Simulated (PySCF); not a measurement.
CH3Cl2Sn, SMILES [CH3][Sn]([Cl])[Cl], multiplicity 2. Geometry optimised at PBE-D3(BJ)/def2-SVP. The multiplicity is an assumed one; no other spin state was optimised. The isomer is the one that the SMILES or the coordinates give; other isomers of the formula were not compared. The def2 effective core potentials stand for the cores of Sn; spin–orbit coupling is left out.

Task: Give the equilibrium geometry at PBE-D3(BJ)/def2-SVP (PySCF confirms it by a frequency run) as Cartesian coordinates in Å. (The exact figures need the calculation; the answer reports its results.)

Result: 
```xyz
7

Sn    -0.3482    -0.1251     0.3096
C     -1.1971    -1.5048    -1.2150
H     -0.3765    -2.2038    -1.4611
H     -1.4703    -0.8607    -2.0711
H     -2.0743    -2.0300    -0.7972
Cl    -0.2640     2.0153    -0.7817
Cl     1.9412    -0.8166     0.5547
```
Charge 0, spin multiplicity 2.
